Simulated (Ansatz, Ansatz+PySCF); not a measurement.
```json
{"atom": "C", "x (Å)": "-0.0098", "y (Å)": "-0.9276", "z (Å)": "-0.0668"}
{"atom": "O", "x (Å)": "-0.0064", "y (Å)": "-0.9186", "z (Å)": "1.1246"}
{"atom": "O", "x (Å)": "0.0060", "y (Å)": "0.1440", "z (Å)": "-0.8417"}
{"atom": "C", "x (Å)": "0.0074", "y (Å)": "1.4046", "z (Å)": "-0.1882"}
{"atom": "H", "x (Å)": "-0.0080", "y (Å)": "-1.8392", "z (Å)": "-0.7020"}
{"atom": "H", "x (Å)": "-0.0038", "y (Å)": "2.1631", "z (Å)": "-0.9588"}
{"atom": "H", "x (Å)": "-0.8835", "y (Å)": "1.5002", "z (Å)": "0.4519"}
{"atom": "H", "x (Å)": "0.8846", "y (Å)": "1.4989", "z (Å)": "0.4523"}
```

Basis set: def2-SVP (spherical functions). Correlated methods keep 4 orbitals frozen. Charge 0, multiplicity 1.

Computed with Ansatz (development build ahead of 0.2.0); each method stands on the lowest determinant of its kind that the runs found. Restricted open shells among the atoms or ions are ROHF, correlated in semicanonical orbitals with singles.

The atomization energy at this shape (free ground-state atoms in the same class of orbitals less the molecule, no zero-point energy) of singlet C₂H₄O₂:

| method | atomization energy |
| --- | --- |
| RHF-CCSD(T) | 748.59 kcal/mol |
| RHF-MP2 | 764.96 kcal/mol |
| UHF-MP2 | 764.43 kcal/mol |
| RHF | 568.23 kcal/mol |

Problem. What does UHF give?

Solution. 556.82 kcal/mol.
